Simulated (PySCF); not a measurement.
Mg(Et)(OMe) (C₃H₈MgO), SMILES [Mg]([O]C)[CH2]C.

Coordinates come from a PBE0-D3(BJ)/def2-SVP optimisation. The structure was generated by enumeration; whether it is a known compound was not checked. Other conformers were not sampled.

The numbers are results of TDDFT-PBE0/def2-SVPD in PySCF, not measurements.

Vertical excitations. 

| state | energy (eV) | λ (nm) | f | main pairs |
|---|---|---|---|---|
| S1 | 4.97 | 249 | 0.014 | HOMO−1→LUMO 97 % |
| S2 | 4.98 | 249 | 0.014 | HOMO−2→LUMO 97 % |
| S3 | 5.10 | 243 | 0.154 | HOMO→LUMO 97 % |
| S4 | 5.64 | 220 | 0.064 | HOMO→LUMO+1 98 % |
| S5 | 5.72 | 217 | 0.053 | HOMO→LUMO+2 98 % |
| S6 | 5.81 | 214 | 0.001 | HOMO−1→LUMO+1 96 % |
| S7 | 5.83 | 213 | 0.002 | HOMO−2→LUMO+1 58 %, HOMO−1→LUMO+2 39 % |
| S8 | 5.88 | 211 | 0.001 | HOMO−2→LUMO+2 97 % |
| S9 | 6.20 | 200 | 0.124 | HOMO−1→LUMO+2 57 %, HOMO−2→LUMO+1 39 % |
| S10 | 6.45 | 192 | 0.051 | HOMO→LUMO+3 92 % |
| T1 | 4.19 | 296 | 0 | HOMO→LUMO 95 % |
| T2 | 4.78 | 259 | 0 | HOMO−1→LUMO 96 % |
| T3 | 4.78 | 259 | 0 | HOMO−2→LUMO 95 % |
| T4 | 5.29 | 234 | 0 | HOMO→LUMO+1 93 % |
Triplets are in the Tamm–Dancoff approximation, which puts them higher than full response would, so one can lie above its singlet here.
